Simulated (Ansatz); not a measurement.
Br2Pb, SMILES [Br][Pb][Br] (connectivity only; charge and spin as stated), charge +1, multiplicity 2.

Geometry optimised at PBE-D3(BJ)/def2-SVP. The multiplicity is an assumed one; other spin states were not compared. The isomer is the one that the SMILES or the coordinates give; other isomers of the formula were not compared. The def2 effective core potentials stand for the cores of Pb; spin–orbit coupling is left out.

Two levels are set side by side: PBE/def2-SVPD (Ansatz, a quantum-chemistry and plane-wave program) and PBE0/def2-SVPD (Ansatz). Energy differences of separate SCF runs at the same geometry; the states with an electron removed or added have multiplicity 3 and 1. Differences are taken from unrounded values.

| quantity | PBE0 | PBE | PBE minus PBE0 |
|---|---|---|---|
| vertical ionisation energy (eV) | 15.30 | 15.02 | -0.28 |
| vertical electron affinity (eV) | 8.24 | 8.09 | -0.15 |

On these quantities the two levels nearly agree.
